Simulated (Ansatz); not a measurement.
`C[CH](C)[Cd][F]`, one more setting.

```yaml
crystal:
  periodic: [false, false, false]
  atoms:
    - {symbol: C, position_ang: [-1.201401, -0.528680, 0.540098]}
    - {symbol: C, position_ang: [0.108437, 0.240993, 0.316239]}
    - {symbol: C, position_ang: [1.294312, -0.608623, 0.054571]}
    - {symbol: Cd, position_ang: [-0.166254, 1.756526, -1.219715]}
    - {symbol: F, position_ang: [-0.421826, 3.065177, -2.525417]}
    - {symbol: H, position_ang: [-2.034926, 0.143301, 0.789635]}
    - {symbol: H, position_ang: [-1.471037, -1.145633, -0.356389]}
    - {symbol: H, position_ang: [-1.074588, -1.273592, 1.329497]}
    - {symbol: H, position_ang: [0.278374, 0.943869, 1.162022]}
    - {symbol: H, position_ang: [2.205036, -0.068996, -0.035483]}
    - {symbol: H, position_ang: [1.130873, -1.206640, -0.829841]}
    - {symbol: H, position_ang: [1.380556, -1.375621, 0.911389]}
basis:
  gaussian: {orbitals: def2-TZVPP}
magnetization: {spin_polarized: true, initial_magnetization: 2}
hamiltonian: {xc: {name: r2SCANh}, dispersion: d3bjatm}
output: {forces: true}
```

```sh
$ ansatz run in.yaml --threads 4 --pin off --events-out ev --progress --plain --max-ram 11315MiB
```

Shortened log:

```
Functional definition: r2SCANh
1491 factors; their error is unknown
mean field evaluation 1: about -10486.8020 eV, gradient 6.1e1 eV
mean field evaluation 2: about -10440.1294 eV, gradient 1.2e2 eV
mean field evaluation 4: about -10502.5922 eV, gradient 1.7e1 eV
mean field evaluation 8: about -10503.5155 eV, gradient 1.6e-1 eV
mean field evaluation 16: about -10503.5276 eV, gradient 5.1e-3 eV
mean field -10503.52755890 eV, -385.9975182428 hartree, gradient 4.6e-5 eV, S^2 2.008112; 6 other end points of the search recorded, 0 dependent functions left out
reference -10503.52757818 eV, -385.9975189514 hartree; 28, 26 occupied and 250, 252 virtual orbitals, 1491 factors
Total energy: -10503.60105934 eV, -386.0002193344 hartree
Atom 0 at    -1.201401    -0.528680     0.540098 Å, force     0.275774     0.364623    -1.450044 eV/Å
Atom 1 at     0.108437     0.240993     0.316239 Å, force    -0.333743    -3.659499     4.765396 eV/Å
Atom 2 at     1.294312    -0.608623     0.054571 Å, force    -0.863910    -1.129061     0.759507 eV/Å
Atom 3 at    -0.166254     1.756526    -1.219715 Å, force     0.230305    -0.356715     0.211346 eV/Å
Atom 4 at    -0.421826     3.065177    -2.525417 Å, force    -0.582747     2.667703    -2.603722 eV/Å
Atom 5 at    -2.034926     0.143301     0.789635 Å, force     0.199222    -0.283794    -0.064948 eV/Å
Atom 6 at    -1.471037    -1.145633    -0.356389 Å, force     0.124528     0.613898     0.511313 eV/Å
Atom 7 at    -1.074588    -1.273592     1.329497 Å, force     0.076821     0.183478     0.236619 eV/Å
Atom 8 at     0.278374     0.943869     1.162022 Å, force    -0.106914     0.359251    -0.859115 eV/Å
Atom 9 at     2.205036    -0.068996    -0.035483 Å, force     0.844117     0.453993    -0.019055 eV/Å
Atom 10 at     1.130873    -1.206640    -0.829841 Å, force     0.094657    -0.294551    -0.445453 eV/Å
Atom 11 at     1.380556    -1.375621     0.911389 Å, force     0.041890     1.080672    -1.041845 eV/Å
Dipole moment:     0.144586    -1.050461     1.006156 e Å
```

Hardware: 4 threads of an Arm Neoverse V2 on a shared host. Wall time 27 s, peak host memory 1.1 GiB.
